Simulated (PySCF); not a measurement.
An unknown shows these calculated signals:

¹H NMR (600 MHz, computed): δ 7.46 (m, 1H), 7.31 (m, 1H), 7.17 (d, 1H), 6.07 (br s, 1H), 5.79 (br s, 1H), 4.96 (m, 1H), 4.66 (m, 1H), 4.62 (m, 1H), 1.90 (s, 3H).

¹³C{¹H} NMR (computed): δ 157.7 (C), 157.0 (CH), 152.6 (CH), 152.5 (C), 147.1 (CH), 135.5 (CH2), 24.6 (CH3).

PySCF calculation with shieldings: GIAO PBE0/pcSseg-1 and GFN2-xTB geometry; relativity neglected, equivalent nuclei averaged, a single conformation, gas phase.

Scale: ¹H (σ = 31.72 ppm) and ¹³C (σ = 186.93 ppm) vs TMS (reference shieldings calculated alike).

Which of these does the molecule contain: a (CH3)2CH unit, a vinyl group CH=CH2, a non-aromatic C=C double bond, a Si–H bond, a nitrile?

Answers


- A (CH3)2CH unit: no.
- A vinyl group CH=CH2: no.
- A non-aromatic C=C double bond: yes.
- A Si–H bond: yes (δH 4.96 (m)).
- A nitrile: no.

The data belong to `InChI=1S/C7H11ClSi2/c1-6(2)10-4-3-9-7(8)5-10/h3-5,10H,1,9H2,2H3/t10-/m0/s1`; they needn't prove each group on their own.

Carbon signals by region: 6 in the sp2 and nitrile region (100–160 ppm), 1 below 50 ppm.

Carbons that carry Cl, above all several Cl atoms, come out too deshielded, partly because spin–orbit coupling is missing. Shifts are as computed. Against solution values, carbons near 30 ppm lie about +3 ppm off and those near 130 ppm about +5 ppm; carbons on Cl a further +6 ppm. Of 1211 compounds with measured shifts, 218 miss one by over three times the rms of a fit or turn the order of signals round; such compounds aren't used in these exercises. Multiplicities follow the n + 1 count of equivalent neighbours, as no J values were calculated; m marks all less simple cases, F and P coupling included.
